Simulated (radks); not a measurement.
The mean radii <r> (bohr) of the occupied orbitals of an atom or ion are listed with their occupations. Method: non-relativistic Kohn-Sham, LB94 model potential, spin-polarised, spherical densities, point nucleus; computed with a radial shooting solver on a logarithmic mesh with Libxc functionals.

orbital  occ.      <r>
1s up       1  0.02227
1s down     1  0.02227
2s down     1  0.09446
2s up       1  0.09446
2p down     3  0.07998
2p up       3  0.07998
3s up       1   0.2421
3s down     1   0.2420
3p up       3   0.2318
3p down     3   0.2318
3d up       5   0.2045
3d down     5   0.2045
4s up       1   0.5472
4s down     1   0.5474
4p up       3   0.5584
4p down     3   0.5585
4d up       5   0.5866
4d down     5   0.5868
5s up       1    1.349
5s down     1    1.361
5p up       3    1.525
5p down     3    1.552
4f up       7   0.7617
4f down     5   0.7708
6s up       1    3.636

Name the element and its charge. Open shells, if any, are filled with parallel spins first.

Answer. Z = 68, erbium, charge +1: Er+ in [Xe] 4f12 6s1. The 1s radius gives Z: for a bare nucleus <r> = 1.5/Z, 0.02206 bohr for Z = 68, and screening makes it slightly larger (0.02227 here). The occupations add up to 67, and the charge is Z minus that.
